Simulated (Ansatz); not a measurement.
Gas-phase electronic energies from Ansatz, PBE0-D4/def2-TZVP geometries. CCSD(T)/CBS adds triple-zeta CCSD(T) − MP2 to the extrapolated MP2 energy (def2 sets, frozen cores). This one scheme is used for every species. Functionals use def2-TZVPP. For Se outer-core shells are correlated without core-valence functions, which leaves a few kJ/mol of doubt a bond. Scalar relativity is left out up to krypton. Each species was taken in one conformer, which may not be the lowest.

Consider the ligand exchange at the Si–S bond: `S[SiH]1BO1` + H₂Se → `[SeH][SiH]1BO1` + H₂S.

```tsv
level	ΔE (kcal/mol)
LDA (SPW92)	-0.5
PBE0-D4	-0.9
r2SCANh-D4	-0.7
BHLYP-D4	-1.0
PBE-QIDH	-1.0
r2SCANh	-0.7
HF/def2-SVP	-0.6
HF/def2-QZVPP	-0.7
```

What does CCSD(T)/CBS give? (An estimate is asked.)

Computed: -1.3 kcal/mol. The listed levels differ from it by 0.8, 0.4, 0.6, 0.3, 0.3, 0.6, 0.7, 0.6 kcal/mol.

What do rigid-rotor, harmonic-oscillator terms from PBE0-D4/def2-TZVP frequencies (298.15 K, 1 bar) make of the CCSD(T)/CBS value? (Estimate.)

The calculation gave: ΔZPE = +0.2 kcal/mol, ΔH = -1.0 kcal/mol, ΔS = 1 J/(mol·K), ΔG = -1.0 kcal/mol.

Largest T1 diagnostic among the species: 0.016.

Leaving LDA and LC-ωPBE aside and taking each functional with its dispersion term where it has one, the values, not all of them listed here, spread over 1.2 kcal/mol, from PBE-QIDH to B97M-V. At CCSD(T), def2-SVP lies +0.7 kcal/mol from the extrapolated value and def2-TZVPP +0.3 kcal/mol.
